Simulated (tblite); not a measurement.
C7H2N3 (doublet state).
Atom-mapped SMILES: `[N:1]#[C:2][c:3]1[c:4][c:5]([C:6]#[N:7])[n:8][cH:9][cH:10]1` (hydrogens: H11 on C9; H12 on C10)
Bond orders are those of one Lewis drawing.

Computed with GFN2-xTB (tblite), gas phase: L-BFGS steps from a force-field or distance-geometry start until the largest atomic force falls under 0.01 eV/Å.

Step 16: E = -668.6920 eV
```
atom  x, y, z in Å  |  force x, y, z in eV/Å
N1     -2.9533    2.0646   -0.7810    0.030  -0.034   0.010
C2     -2.0624    1.3880   -0.5402   -0.035  -0.021  -0.006
C3     -0.9602    0.5444   -0.2419   -0.001   0.002   0.007
C4      0.3017    1.0654   -0.0765    0.007  -0.001  -0.008
C5      1.3825    0.2634    0.2128   -0.017  -0.004   0.015
C6      2.6840    0.8044    0.3866    0.008  -0.005  -0.008
N7      3.7119    1.2906    0.5159   -0.004  -0.033   0.006
N8      1.1930   -1.0520    0.3367   -0.054   0.015  -0.016
C9      0.0015   -1.5815    0.1862   -0.044   0.022  -0.004
C10    -1.1379   -0.8432   -0.1064    0.019   0.025  -0.001
H11    -0.0430   -2.6571    0.3090   -0.012   0.054  -0.012
H12    -2.1168   -1.2877   -0.2272    0.102  -0.020   0.019
```

Step 17: E = -668.6926 eV
```
atom  x, y, z in Å  |  force x, y, z in eV/Å
N1     -2.9549    2.0632   -0.7813   -0.019  -0.001  -0.003
C2     -2.0652    1.3859   -0.5404    0.014  -0.047   0.005
C3     -0.9620    0.5435   -0.2419    0.009   0.040   0.004
C4      0.2991    1.0667   -0.0766    0.002   0.016  -0.012
C5      1.3811    0.2667    0.2122   -0.006   0.009   0.015
C6      2.6838    0.8044    0.3864    0.029  -0.001  -0.005
N7      3.7162    1.2806    0.5176   -0.021  -0.031   0.002
N8      1.1931   -1.0486    0.3360   -0.045   0.002  -0.010
C9      0.0023   -1.5791    0.1863   -0.020   0.018  -0.004
C10    -1.1375   -0.8434   -0.1064    0.001   0.033  -0.003
H11    -0.0391   -2.6533    0.3095   -0.022   0.002  -0.008
H12    -2.1157   -1.2872   -0.2274    0.078  -0.043   0.017
```

Step 18: E = -668.6930 eV
```
atom  x, y, z in Å  |  force x, y, z in eV/Å
N1     -2.9558    2.0620   -0.7815   -0.049   0.015  -0.010
C2     -2.0671    1.3839   -0.5405    0.035  -0.045   0.009
C3     -0.9630    0.5435   -0.2418    0.016   0.055   0.001
C4      0.2977    1.0678   -0.0768    0.002   0.032  -0.011
C5      1.3800    0.2688    0.2122    0.001   0.015   0.009
C6      2.6837    0.8041    0.3862    0.030  -0.004  -0.001
N7      3.7188    1.2741    0.5187   -0.021  -0.024   0.000
N8      1.1923   -1.0463    0.3354   -0.016  -0.002   0.000
C9      0.0022   -1.5773    0.1863    0.007   0.007  -0.001
C10    -1.1370   -0.8428   -0.1065   -0.013   0.032  -0.003
H11    -0.0372   -2.6507    0.3096   -0.029  -0.029  -0.005
H12    -2.1134   -1.2878   -0.2272    0.037  -0.055   0.012
```

Step 19: E = -668.6933 eV
```
atom  x, y, z in Å  |  force x, y, z in eV/Å
N1     -2.9570    2.0609   -0.7816   -0.055   0.013  -0.011
C2     -2.0688    1.3820   -0.5406    0.030  -0.018   0.007
C3     -0.9635    0.5444   -0.2417    0.017   0.047  -0.002
C4      0.2968    1.0695   -0.0773    0.005   0.041  -0.006
C5      1.3791    0.2707    0.2123    0.006   0.016   0.000
C6      2.6838    0.8038    0.3858    0.024  -0.009   0.003
N7      3.7210    1.2685    0.5198   -0.017  -0.018  -0.002
N8      1.1913   -1.0443    0.3349    0.013  -0.003   0.010
C9      0.0019   -1.5760    0.1862    0.022   0.002   0.000
C10    -1.1365   -0.8416   -0.1066   -0.011   0.021   0.000
H11    -0.0365   -2.6492    0.3095   -0.032  -0.036  -0.005
H12    -2.1105   -1.2894   -0.2268   -0.003  -0.056   0.005
```

**Question.** Estimate the geometry and energy of step 20. (The exact step hangs on the optimiser's Hessian estimate; all steps are aligned on step 19, rigid shifts and turns removed.)

**Answer.** E = -668.6936 eV, largest force 0.052 eV/Å
```
atom  x, y, z in Å  |  force x, y, z in eV/Å
N1     -2.9588    2.0596   -0.7819   -0.043  -0.004  -0.008
C2     -2.0707    1.3803   -0.5409    0.009   0.021   0.000
C3     -0.9638    0.5460   -0.2416    0.012   0.023  -0.004
C4      0.2961    1.0720   -0.0778    0.011   0.035   0.000
C5      1.3782    0.2730    0.2125    0.007   0.009  -0.008
C6      2.6841    0.8033    0.3855    0.014  -0.014   0.008
N7      3.7235    1.2625    0.5209   -0.008  -0.010  -0.003
N8      1.1907   -1.0423    0.3345    0.034   0.002   0.016
C9      0.0020   -1.5748    0.1861    0.026  -0.004   0.002
C10    -1.1360   -0.8401   -0.1065   -0.006   0.004   0.003
H11    -0.0365   -2.6484    0.3093   -0.029  -0.020  -0.007
H12    -2.1076   -1.2919   -0.2263   -0.028  -0.044   0.000
```

The energy changes by -0.0003 eV. The first-order estimate −F·Δx gives -0.0005 eV and the mean of the old and new forces, exact on a quadratic surface, -0.0003 eV. The step makes an angle of 69° with the force vector and moves no atom by more than 0.007 Å.

What follows is the cost of the whole relaxation. The run took 0.35 s wall on an Arm Neoverse N1 with one thread, on a shared host.
